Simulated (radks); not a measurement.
Results of a calculation; reference values are marked as such.
How relativity changes the ionisation of the zirconium ion Zr+ ([Kr] 4d2 5s1) to Zr2+ ([Kr] 4d2). Spin-unpolarised spherical Kohn-Sham, PBE, point nucleus unless stated (finite: rms radius 4.2694 fm), a radial shooting solver on a logarithmic mesh with Libxc functionals. A level marked "c x" has the speed of light scaled by that factor and shares open shells by 2j + 1; other Dirac levels either fill j = l - 1/2 first or share by 2j + 1.

level                               E(Zr+) (hartree)  E(Zr2+) (hartree)  IE (eV)   HOMO  <r> HOMO (bohr)
non-rel.                                 -3540.20411        -3539.74065   12.611     5s            3.501
scalar-rel.                              -3598.26873        -3597.79318   12.940     5s            3.428
scalar-rel., finite nucleus              -3598.22694        -3597.75140   12.940     5s            3.428
Dirac, 2j+1 shares                       -3598.69368        -3598.21814   12.940  4d5/2            2.145
Dirac, low j first                       -3598.69990        -3598.22498   12.923  5s1/2            3.431
Dirac, 2j+1 shares, finite nucleus       -3598.65183        -3598.17629   12.940  4d5/2            2.145
Dirac, c x 0.75                          -3647.86676        -3647.38076   13.225  4d5/2            2.182
Dirac, c x 1.25                          -3577.06321        -3576.59219   12.817  5s1/2            3.455
Dirac, c x 100                           -3540.20972        -3539.74626   12.611  5s1/2            3.501

NIST Atomic Spectra Database: 13.130 eV (measured). The relativistic part of the total energy of Zr+ is -58.45 hartree (Dirac, 2j+1 shares, finite nucleus), 1.7 % of the non-relativistic value. Spin polarisation and multiplet splitting of open shells are left out at every level.

Beside tabulated values, note that relativity, absent from the non-relativistic runs, is large for the heavy elements, and spin-unpolarised runs miss the spin-polarisation part of the exchange energy of open shells.
